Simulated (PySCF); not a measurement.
**Working out the ionisation energy of As**

As [Ar] 3d10 4s2 4p3 (4S) → As⁺ [Ar] 3d10 4s2 4p2 (3P). Computed with PySCF 2.14 in cc-pVDZ-PP with ECP10MDF (4s3p2d, 23 functions), with scalar relativity through the core potential. Frozen: 3s2 3p6 3d10. Energies in hartree (1 hartree = 27.21139 eV):

| part | As (lower) | As⁺ (upper) |
| --- | --- | --- |
| UHF | -331.197352 | -330.850759 |
| CCSD correlation | -0.069280 | -0.058690 |
| (T) | -0.000699 | -0.000614 |

**Question.** What does Hartree-Fock give?

**Answer.** (-330.850759) − (-331.197352) = 0.346593 hartree = 9.431 eV.

**Question.** What do CCSD and CCSD(T) give?

**Answer.** The CCSD correlation energies differ by 0.010590 hartree = 0.288 eV and the triples by 0.000085 hartree = 0.002 eV, so CCSD gives 9.719 eV and CCSD(T) 9.721 eV.

Measured between the centres of the two terms (NIST): 10.008 eV, so CCSD(T) (valence) is off by -0.287 eV.

A double-zeta basis recovers only part of the correlation energy.

What remains against the reference includes basis incompleteness, the frozen core and higher excitations.
